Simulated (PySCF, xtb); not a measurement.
Si(H)(F)(Br)(Me) (CH4BrFSi), SMILES [SiH](F)(C)Br.

xtb with GFN2-xTB at its own geometry gives an orbital gap of 6.18 eV and a dipole moment of 5.18 D.

Coordinates come from a PBE0-D3(BJ)/def2-SVP optimisation.

Task: What does PySCF with M06-2X/def2-TZVP give? (An estimate is asked for; the answer gives what the named calculation found.)

Result: gap 10.95 eV (levels -9.72 and 1.23 eV), dipole 2.23 D.
